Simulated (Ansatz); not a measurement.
Compare A (`C[B](C)[ZnH]`) with its isomer B (`BC[CH2][ZnH]`).

Program: Ansatz. Geometries: PBE0-D4/def2-TZVP. ΔE: electronic, gas phase. CCSD(T)/CBS adds triple-zeta CCSD(T) − MP2 to the extrapolated MP2 energy (def2 sets, frozen cores). Functionals use def2-TZVPP. B3LYP here is the variant with VWN-RPA as its local correlation; programs differ in this. For Zn outer-core shells are correlated without core-valence functions, which leaves a few kJ/mol of doubt a bond. Scalar relativity is left out up to krypton. Each species was taken in one conformer, which may not be the lowest.

**Question.** Which isomer does CCSD(T)/CBS put lower? Give the gap. (An estimate is asked.)

**Answer.** Computed: A, by 13.5 kcal/mol.

**Question.** Give E(B) − E(A) in kcal/mol with B2PLYP, HF/def2-TZVPP, B3LYP-D4, PBE0-D4, PBE-D4, r2SCAN-D4, B3LYP. (Estimate.)

**Answer.** Computed: B2PLYP 13.9, HF/def2-TZVPP 12.8, B3LYP-D4 14.7, PBE0-D4 15.2, PBE-D4 15.9, r2SCAN-D4 15.2, B3LYP 15.1. None reverses the order clearly.

Largest T1 diagnostic: 0.014.

From PBE to PBE0 (25 % exact exchange), in def2-TZVPP and without D4, E(B) − E(A) moves by −0.8 kcal/mol.
